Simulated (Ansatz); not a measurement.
Species: GeHSBr, charge 0, singlet. GeHSBr (SMILES [SH][Ge][Br]).
B3LYP-D3(BJ)/def2-TZVP minimum from Ansatz (a quantum-chemistry and plane-wave program):
```xyz
4

Ge     0.2097    -1.0030     0.0964
Br     0.7916     1.2984    -0.0191
S     -2.0091    -0.7076    -0.1466
H     -2.2703    -2.0269    -0.0732
```
Charge 0, spin multiplicity 1.

Quantity: atomisation energy (electronic, to ground-state atoms), in kJ/mol. UHF or UKS for unpaired electrons; spin-orbit terms are left out. Cores are frozen in correlated methods (noble-gas shells, and filled d and f shells in the p block). No relativity. CBS(X,Y): correlation extrapolated as X^-3, Hartree-Fock from the larger set. A bracket is a step between two methods taken in the basis named. Double hybrids freeze cores in their MP2 part. Where a partner has so few electrons that a lower coupled-cluster level is exact, that level stands in. Spin-orbit terms, left out, reach several kcal/mol for Br and I, and more for heavier atoms.

CCSD(T)/CBS(def2-TZVPP,def2-QZVPP) + [CCSDT(Q) - CCSD(T)]/def2-TZVPP (Ansatz) gives 1056.1 kJ/mol.

Problem. What does PBE/def2-TZVPD (Ansatz) give here, and how do the other levels compare?

Solution. PBE gives 1087.0 kJ/mol, 30.9 kJ/mol above it. Differences of the others: r2SCAN/def2-TZVPD (Ansatz) 19.9; B3LYP/def2-TZVPD (Ansatz) -20.7; wB97M-V/def2-TZVPD (Ansatz) -0.7; B2PLYP/def2-TZVPD (Ansatz) -24.6; CCSD(T)/CBS(def2-TZVPP,def2-QZVPP) (Ansatz) -1.8 kJ/mol.
